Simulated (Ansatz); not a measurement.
```yaml
crystal:
  periodic: [false, false, false]
  atoms:
    - {symbol: F, position_ang: [-3.989330, -0.054838, 0.841772]}
    - {symbol: C, position_ang: [-1.574133, 0.874779, 0.746095]}
    - {symbol: N, position_ang: [0.181615, -0.747863, 2.106561]}
    - {symbol: C, position_ang: [2.151665, -1.097993, 0.743744]}
    - {symbol: Ga, position_ang: [0.603488, 0.291013, -2.393006]}
    - {symbol: H, position_ang: [-1.584281, 2.743300, 1.626261]}
    - {symbol: H, position_ang: [3.775157, -2.071256, 1.559717]}
    - {symbol: H, position_ang: [0.610052, -0.045235, -5.336591]}
basis:
  gaussian: {orbitals: cc-pVTZ}
hamiltonian: {xc: {name: B2GP-PLYP}}
accuracy: high
scf: {lower_state_search: light}
```

```sh
$ ansatz run in.yaml --threads 4 --pin off --events-out ev --progress --plain --max-ram 10444MiB
```

Shortened log:

```
Functional definition: B2GP-PLYP
3196 factors; integrals over basis functions are off by at most 6.3e-8 eV
mean field evaluation 1: about -58606.8029 eV, gradient 1.0e2 eV
mean field evaluation 2: about -58606.8511 eV, gradient 1.0e2 eV
mean field evaluation 4: about -58529.9269 eV, gradient 1.6e2 eV
mean field evaluation 8: about -58638.7507 eV, gradient 3.3e1 eV
mean field evaluation 16: about -58647.3525 eV, gradient 2.0e-2 eV
mean field evaluation 32: about -58647.3524 eV, gradient 2.4e-1 eV
mean field -58647.35248425 eV, -2155.2504511929 hartree, gradient 2.2e-8 eV, S^2 0.000000; 3 other end points of the search recorded, 0 dependent functions left out; unrestricted orbitals would lower it
13 core orbitals not correlated: weight in the atoms' cores, before any rotation towards them, 1.000 or more for the frozen orbitals, at most 0.000 for the correlated occupied ones
reference -58647.35251181 eV, -2155.2504522056 hartree; 18, 18 occupied and 174, 174 virtual orbitals, 3196 factors
second order -31.56232915 eV of doubles, -0.00000000 eV of singles
Total energy: -58658.71495030 eV, -2155.6680141185 hartree
```

Task: What is wrong with this run?

Result: The coordinates are in bohr but typed as ångström. The calculation finished and met its thresholds. The result belongs to that input, not to the molecule as meant.
